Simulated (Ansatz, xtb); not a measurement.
Gas-phase reaction in SMILES: C=CCB(C)C [dimethyl(prop-2-enyl)borane] + 6 [H][H] (H2) → B (BH3) + 5 C (CH4)
Each molecule is optimised on its own at B3LYP-D3(BJ)/def2-TZVP (Ansatz, a first-principles code), one conformer each, not searched for the lowest.

Quantity: energy of full hydrogenation (electronic energy difference), in kcal/mol. Correlated levels leave the core frozen unless marked. Spin-orbit coupling is left out. Non-relativistic. CBS marks a two-point X^-3 extrapolation of the correlation energy; Hartree-Fock from the larger set.

```tsv
level	program	energy of full hydrogenation (kcal/mol)
GFN2-xTB	xtb	-142.5
BLYP-D3(BJ)/def2-TZVPD	Ansatz + dftd3	-76.1
BLYP-D4/def2-TZVPD	Ansatz + dftd4	-74.9
revPBE-D3(BJ)/def2-TZVPD	Ansatz + dftd3	(withheld)
B3LYP-D3(BJ)/def2-TZVPD	Ansatz + dftd3	(withheld)
PBE0/6-31G*	Ansatz	-97.0
PBE0/def2-TZVPD	Ansatz	(withheld)
BHLYP-D3(BJ)/def2-TZVPD	Ansatz + dftd3	-91.6
BHLYP-D4/def2-TZVPD	Ansatz + dftd4	-91.6
CAM-B3LYP/def2-TZVPD	Ansatz	-92.0
LC-wPBE/def2-TZVPD	Ansatz	-91.7
wB97X-V/def2-TZVPD	Ansatz	(withheld)
B2GP-PLYP/def2-TZVPD	Ansatz	-86.0
RPA@PBE/cc-pVQZ	Ansatz	-83.0
SCS-MP2/6-31G	Ansatz	-82.2
CCSD(T)/CBS(cc-pVTZ,cc-pVQZ)	Ansatz	-82.7
```

Task: Some entries are withheld; supply them.

Result: 
- revPBE-D3(BJ)/def2-TZVPD, energy of full hydrogenation (kcal/mol): -73.2
- B3LYP-D3(BJ)/def2-TZVPD, energy of full hydrogenation (kcal/mol): -82.8
- PBE0/def2-TZVPD, energy of full hydrogenation (kcal/mol): -88.6
- wB97X-V/def2-TZVPD, energy of full hydrogenation (kcal/mol): -86.1
